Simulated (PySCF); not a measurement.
Species: C₇H₉NS.
Numbering: `[CH3:1][C@:2]1([CH2:3][C:4]#[N:5])[CH2:6][CH2:7][C:8]1=[S:9]`

NICS is the negative of the GIAO shielding at a point without a nucleus: at the ring centre (0) and 1 Å above and below it (1); zz is the component along the ring normal. Level: GIAO PBE0/pcSseg-1 (PySCF, non-relativistic, gas phase) on the GFN2-xTB geometry, one conformer.

Ring bond lengths (Å), with Mayer bond orders in brackets: C2–C6 1.549 (0.99), C6–C7 1.540 (1.06), C7–C8 1.497 (1.00), C8–C2 1.512 (0.89).

Problem. Give the NICS values of each ring in ppm.

Solution. 
| ring | type | NICS(0) | NICS(1), two faces | NICS(1)zz, two faces | rms pucker (Å) | centre to ring atoms, mean (Å) |
| --- | --- | --- | --- | --- | --- | --- |
| C2–C6–C7–C8 | 4-membered carbocycle; formal bonds all single | 11.2 | -0.6 / -0.1 | 1.9 / 2.7 | 0.02 | 1.08 |

Problem. What do they say, and how far can they be read as aromaticity?

Solution. 
- C2–C6–C7–C8: mean NICS(1)zz 2.3 ppm, near zero. C2, C6, C7 have four or more neighbours; no verdict on aromaticity is drawn. NICS(0) lies 12 ppm above the mean NICS(1).

Problem. How shielded are the nuclei of the rings and their hydrogens (means over atoms taken as equivalent)?

Solution. 
```
  atoms                environment  σ isotropic (ppm)
     C2  four-membered-ring carbon              125.8
     C6  four-membered-ring carbon              156.2
     C7  four-membered-ring carbon              138.7
     C8        thiocarbonyl carbon             -107.8
H on C6         methylene hydrogen              29.10
H on C6         methylene hydrogen              29.16
H on C7         methylene hydrogen              28.29
H on C7         methylene hydrogen              28.38
```

Shape of the structure used: `[CH3:1][C@:2]1([CH2:3][C:4]#[N:5])[CH2:6][CH2:7][C:8]1=[S:9]`: C1–C2–C3–C4 -63°.
